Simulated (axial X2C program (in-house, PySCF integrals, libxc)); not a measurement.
## GeB with a deliberately poor setting

Computed with an axial X2C code built on PySCF integrals.

Input file and command:
```json
{
 "zs": [
  32,
  5
 ],
 "q": 0,
 "bas": [
  "dyall-v3z",
  "dyall-v3z"
 ],
 "levels": [
  "PBE0",
  "HF",
  "r2SCAN0",
  "B97-3"
 ],
 "cc": false,
 "r0": 2.06,
 "npts": 10,
 "nst": 2,
 "ntry": 6,
 "opt": {
  "nrad": 45,
  "nth": 14
 }
}
```
```bash
python so2c.py task.json out
```

Keys: zs atomic numbers; q charge; bas basis sets; levels methods; cc coupled cluster on or off; r0 starting distance in Å; npts points on the curve; nst determinants followed; ntry starts of the search; nrad radial grid points; nth angular grid points. HF also brings MP2.

**Question.** One numerical setting was spoiled on purpose. Which, and what came out?

**Answer.** Integration grid too coarse. The grid acts on the functional rows and the state search only. States: spin-free M_S = 3/2, Λ = 0; 2c Ω = 3/2. The apparent results, which are not to be taken for properties of GeB:

```tsv
Hamiltonian	level	points converged	Re (Å)	ωe (cm⁻¹)	De (eV)	curve-fit residual (μEh)
spin-free	PBE0	10 of 10	1.973	660	3.24	1.4
spin-free	HF	10 of 10	1.941	707	1.97	1.2
spin-free	MP2	10 of 10	1.975	653	2.99	2.7
spin-free	r2SCAN0	10 of 10	1.960	688	3.23	3
spin-free	B97-3	10 of 10	1.982	648	3.06	1.3
2c	PBE0	10 of 10	1.974	660	3.23	1.4
2c	HF	10 of 10	1.941	704	1.95	1.3
2c	MP2	10 of 10	1.975	657	2.98	5.5
2c	r2SCAN0	10 of 10	1.960	687	3.23	3
2c	B97-3	10 of 10	1.983	647	3.05	1.3
```
